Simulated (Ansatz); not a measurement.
SbH₃. Total charge 0; singlet. Geometry PBE-D4/def2-TZVP, basis def2-TZVP, Ansatz.

```json
{"run": "A", "HOMO (eV)": "-6.68", "LUMO (eV)": "-1.07"}
{"run": "B", "HOMO (eV)": "-6.78", "LUMO (eV)": "-0.89"}
{"run": "C", "HOMO (eV)": "-10.10", "LUMO (eV)": "1.84"}
{"run": "D", "HOMO (eV)": "-9.87", "LUMO (eV)": "2.47"}
{"run": "E", "HOMO (eV)": "-7.20", "LUMO (eV)": "-0.57"}
{"run": "F", "HOMO (eV)": "-8.85", "LUMO (eV)": "0.74"}
```

In the def2 sets Sb takes a core potential; there is no spin–orbit coupling. LC-ωPBE has ω = 0.4 bohr⁻¹. HSE06 is defined as in plane-wave codes, on full-range PBE exchange.

**Question.** The runs used B97M-V, CAM-B3LYP, HF, HSE06, LC-ωPBE, LDA (SPW92). Estimate which is which.

**Answer.** A LDA (SPW92) (0 % exact exchange); B B97M-V (0 % exact exchange); C LC-ωPBE (range-separated); D HF (100 % exact exchange); E HSE06 (range-separated); F CAM-B3LYP (range-separated). Exact exchange lowers occupied and raises empty levels; among semilocal functionals meta-GGAs tend to open the gap a little, and such runs are hard to tell apart. The gap grows from 5.61 eV (LDA (SPW92)) to 12.34 eV (HF).
